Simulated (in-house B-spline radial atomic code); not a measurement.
Values are calculated unless marked as measured or tabulated.
## Weak and strong correlation along the adiabatic connection

Two-electron singlets in several external potentials (atomic units), by full CI in B-splines with partial waves to l = 8 (correlation energies up to 0.6 % small). The repulsion is scaled by λ at fixed density; W(λ) is the mean repulsion less the Hartree energy, W(0) = E_x, and the area under W from 0 to 1 is E_xc.

Relative drop (W(λ) − E_x)/E_x:

```
                             system  λ = 0.12  λ = 0.25  λ = 0.4  λ = 0.6  λ = 0.8   λ = 1
  ω²r²/2 − Z/r, ω = 0.0224, Z = 0.7    0.0721    0.1277   0.1724   0.2131   0.2414  0.2624
    ω²r²/2 − Z/r, ω = 0.0692, Z = 1    0.0263    0.0513   0.0765   0.1050   0.1290  0.1494
  −Z exp(−kr)/r, Z = 9.52, k = 0.64    0.0020    0.0040   0.0064   0.0096   0.0127  0.0157
   ω²r²/2 − Z/r, ω = 0.601, Z = 0.3    0.0182    0.0361   0.0547   0.0767   0.0959  0.1128
−Z exp(−kr)/r, Z = 1.71, k = 0.0968    0.0136    0.0274   0.0422   0.0602   0.0766  0.0915
     empty sphere, radius 5.81 bohr    0.0456    0.0849   0.1206   0.1567   0.1838  0.2047
  −Z exp(−kr)/r, Z = 3.72, k = 1.31    0.0062    0.0128   0.0201   0.0294   0.0383  0.0468
```

Question: Order the systems by how far second-order (GL2) theory, half the initial slope (estimated from the first points of each curve), overshoots the correlation energy, least first.
A. ω²r²/2 − Z/r, ω = 0.601, Z = 0.3
B. −Z exp(−kr)/r, Z = 3.72, k = 1.31
C. empty sphere, radius 5.81 bohr
D. ω²r²/2 − Z/r, ω = 0.0224, Z = 0.7
E. −Z exp(−kr)/r, Z = 1.71, k = 0.0968
F. −Z exp(−kr)/r, Z = 9.52, k = 0.64
G. ω²r²/2 − Z/r, ω = 0.0692, Z = 1

Answer: F (GL2/E_c = 1.03), B (GL2/E_c = 1.08), E (GL2/E_c = 1.18), A (GL2/E_c = 1.26), G (GL2/E_c = 1.36), C (GL2/E_c = 1.65), D (GL2/E_c = 1.98).

Question: What else changes along this order?

Answer: The ratio follows the bend of the curve. With it the leading natural occupation goes from 1.999 to 1.761 and −T_c/E_c from 0.97 to 0.50 between the first and the last.
